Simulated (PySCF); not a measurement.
Excited states of `COCOC[C@@H](F)Br`, C4H8BrFO2

Computed with TDA CAM-B3LYP/def2-SVPD excited states, vertical, gas phase (PySCF 2.14.0). Geometry: GFN2-xTB.

Input:
```
{"job": {"kind": "states", "xc": "CAM-B3LYP", "basis": "def2-SVPD", "tda": true, "soc": true, "nstates": 8, "ntriplets": 6, "nquad": 4}, "charge": 0, "multiplicity": 1}
C      2.360475    -0.701800    -0.285418
O      1.725114     0.536947    -0.540899
C      0.898378     0.967737     0.486335
O     -0.278789     0.216322     0.613964
C     -1.149296     0.344286    -0.488932
C     -2.380758    -0.490972    -0.191212
F     -3.171932     0.115785     0.718615
Br    -3.426800    -0.732126    -1.818553
H      1.628878    -1.495858    -0.110027
H      3.018436    -0.622519     0.586640
H      2.948180    -0.931504    -1.170894
H      1.387507     0.885613     1.467409
H      0.666691     2.019153     0.262834
H     -0.667304    -0.013617    -1.408398
H     -1.442523     1.395446    -0.629801
H     -2.123854    -1.483948     0.191221
```
Coordinates are in Å.

Command: `OMP_NUM_THREADS=1 python excited_run.py task.json out`

Question: Show the output.

Answer: H and L stand for HOMO and LUMO.
```
coarse grid: 63488 points
cycle   1  E = -2980.8811238073  dE =  6.094e-02  |g| = 9.015e-01  |ddm| = 5.355e+00
cycle   2  E = -2980.8080160353  dE =  7.311e-02  |g| = 1.141e+00  |ddm| = 2.266e+00
cycle   3  E = -2981.0395952596  dE = -2.316e-01  |g| = 6.662e-02  |ddm| = 1.140e+00
cycle   4  E = -2981.0402414346  dE = -6.462e-04  |g| = 2.988e-02  |ddm| = 1.106e-01
cycle   5  E = -2981.0403979982  dE = -1.566e-04  |g| = 1.084e-02  |ddm| = 4.076e-02
cycle   6  E = -2981.0404182677  dE = -2.027e-05  |g| = 2.458e-03  |ddm| = 1.253e-02
cycle   7  E = -2981.0404195470  dE = -1.279e-06  |g| = 6.461e-04  |ddm| = 4.067e-03
final grid: 134904 points
cycle   8  E = -2981.0404016524  dE = -1.082e-07  |g| = 6.902e-04  |ddm| = 5.470e-03
cycle   9  E = -2981.0404016268  dE =  2.562e-08  |g| = 8.215e-04  |ddm| = 1.531e-03
cycle  10  E = -2981.0404017471  dE = -1.203e-07  |g| = 5.878e-05  |ddm| = 7.390e-04
cycle  11  E = -2981.0404017480  dE = -8.472e-10  |g| = 1.930e-05  |ddm| = 1.051e-04
converged SCF energy = -2981.0404017480

Singlet excitations
state   eV       nm        f     d(h-e)  d(exc)  Lambda  PR(NTO)  |dmu|/D   mu/D   main configurations
  1   6.2652   197.9   0.00019   0.245   2.408   0.456   1.012    0.201    2.330   H->L 0.69, H-2->L 0.14
  2   6.4283   192.9   0.00025   0.256   2.421   0.459   1.015    0.149    2.346   H-1->L 0.65, H-3->L 0.21
  3   7.6988   161.0   0.00014   2.400   3.759   0.404   1.056    9.318   11.394   H-3->L 0.54, H-1->L 0.17, H-2->L 0.12
  4   7.8870   157.2   0.00345   0.367   3.363   0.320   1.085    1.727    2.047   H-2->L+1 0.46, H->L+1 0.23
  5   8.0470   154.1   0.09074   0.828   3.286   0.320   1.047                     H->L+2 0.31, H->L+1 0.26, H->L+3 0.14
  6   8.1410   152.3   0.07433   0.683   3.424   0.306   1.186                     H-1->L+1 0.41, H-1->L+2 0.20, H-1->L+3 0.14
  7   8.3332   148.8   0.09009   2.763   4.568   0.343   1.241                     H-2->L 0.44, H->L 0.10
  8   8.3916   147.7   0.03478   0.319   3.597   0.316   1.379                     H-3->L+1 0.41, H-1->L+2 0.18, H-1->L+1 0.13

Triplet excitations (Tamm-Dancoff)
state   eV     d(h-e)  d(exc)  Lambda  PR(NTO)   main configurations
  1   5.5600   0.346   2.300   0.450   1.004   H->L 0.66, H-2->L 0.14
  2   5.6722   0.387   2.293   0.452   1.004   H-1->L 0.59, H-3->L 0.24
  3   7.1442   0.448   2.544   0.572   1.019   H-5->L 0.73
  4   7.5214   2.109   3.589   0.404   1.050   H-3->L 0.43, H-1->L 0.18, H-2->L 0.14
  5   7.7249   0.287   3.170   0.321   1.128   H-2->L+1 0.40, H->L+1 0.24
  6   7.8149   0.607   3.143   0.322   1.070   H->L+2 0.29, H->L+1 0.18, H->L+3 0.16
S1 - T1 = 0.7052 eV

Spin-orbit couplings |<S|Hso|T>| (cm-1)
             T1       T2       T3       T4       T5       T6
S0      930.767  947.115   18.304   60.212   12.902  156.148
S1        9.788 1111.333  820.324  123.701   58.893   25.864
S2     1108.208    5.190  827.197   86.991   55.756   27.943
S3      144.231   44.915  113.129   12.823   11.692   96.111
S4       42.845   44.058   26.885   12.976    7.468   97.533
S5       63.781   41.358   27.460   53.355   75.253  106.995
S6       41.971   27.763   34.895   15.275  166.839  998.137
S7      188.402  214.290   54.186   26.679   24.269  111.477
S8       55.712   56.363   15.278   20.241   65.828  336.391
T1 sublevels (cm-1): 0.000 137.691 614.685   radiative rates (1/s): 237 1.56e+05 3.73e+03
```

Scalar relativity is left out, which matters for the atoms heavier than Zn.

It took 68 s wall time on 1 thread of an Arm Neoverse V2, shared host, peak memory 1.4 GiB.
